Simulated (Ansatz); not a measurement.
Species: CH2ClF, charge 0, singlet. CH2ClF (SMILES FCCl).
B3LYP-D3(BJ)/def2-TZVP minimum from Ansatz (a first-principles code):
```xyz
5

F     -1.3558     0.7711    -0.0633
C     -0.6911    -0.4140     0.0650
Cl     1.0724    -0.1496    -0.0054
H     -0.9215    -0.8485     1.0343
H     -0.9607    -1.0650    -0.7626
```

Property: atomisation energy (electronic, to ground-state atoms), in kcal/mol. Open shells are spin-unrestricted; no spin-orbit coupling. CBS(X,Y): correlation extrapolated as X^-3, Hartree-Fock from the larger set (Q,5: extrapolated as (X+1)exp(-9√X)). A bracket is a step between two methods taken in the basis named. Functionals run without relativity, which enters their misses. '+ core + X2C': CCSD(T) terms for core correlation (cc-pwCVTZ, 1s frozen past Ne) and scalar relativity (cc-pVTZ-DK). Where a partner has so few electrons that a lower coupled-cluster level is exact, that level stands in.

CCSD(T)/CBS(cc-pV(Q+d)Z,cc-pV(5+d)Z) + [CCSDT(Q) - CCSD(T)]/cc-pV(D+d)Z + core + X2C (Ansatz) gives 403.2 kcal/mol.

Q: What does PBE/def2-TZVPD (Ansatz) give here, and how do the other levels compare?

A: PBE gives 414.2 kcal/mol, 11.0 kcal/mol above it. Differences of the others: r2SCAN/def2-TZVPD (Ansatz) 0.2; CCSD(T)/CBS(cc-pV(Q+d)Z,cc-pV(5+d)Z) + core + X2C (Ansatz) -0.4 kcal/mol. Nearer than PBE: r2SCAN/def2-TZVPD, CCSD(T)/CBS(cc-pV(Q+d)Z,cc-pV(5+d)Z) + core + X2C.
